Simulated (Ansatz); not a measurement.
**Question.** Name a neutral molecule of Al, C, Sn and H with size of the dipole moment (B3LYP/def2-TZVPP) between 1.20 and 1.50 D and LUMO energy (PBE0/def2-TZVPP) between -2.25 and -1.95 eV (Ansatz, PBE0-D4/def2-TZVP geometry).

**Answer.** `[CH2]1[AlH][SnH2]1` (1.36 D, -1.99 eV). Other molecules can fit too; these were computed, each in one conformer that needn't be the lowest.

B3LYP here is the variant with VWN-RPA as its local correlation; programs differ in this.
